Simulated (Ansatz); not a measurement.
The same ligand exchange along the group Sc, Y.

Computed with Ansatz on PBE0-D4/def2-TZVP structures; ΔE is electronic, products minus reactants. CCSD(T)/CBS adds triple-zeta CCSD(T) − MP2 to the extrapolated MP2 energy (def2 sets, frozen cores). This one scheme is used for every species. DFT in def2-TZVPP. Elements past krypton have def2 core potentials. For Sc, Y outer-core shells are correlated without core-valence functions, which leaves a few kJ/mol of doubt a bond. Scalar relativity is left out up to krypton. Each species was taken in one conformer, which may not be the lowest.

```tsv
reaction	PBE-D4 (kJ/mol)	B97M-V (kJ/mol)	CCSD(T)/CBS(def2) (kJ/mol)
`[CH3][Sc]([OH])[OH]` + CH₃OH → `C[O][Sc]([OH])[OH]` + CH₄	-202	-208	-200
`[CH3][Y]([OH])[OH]` + CH₃OH → `C[O][Y]([OH])[OH]` + CH₄	-202	-210	-204
```

Largest T1 diagnostic: 0.016, for `C[O][Sc]([OH])[OH]`.
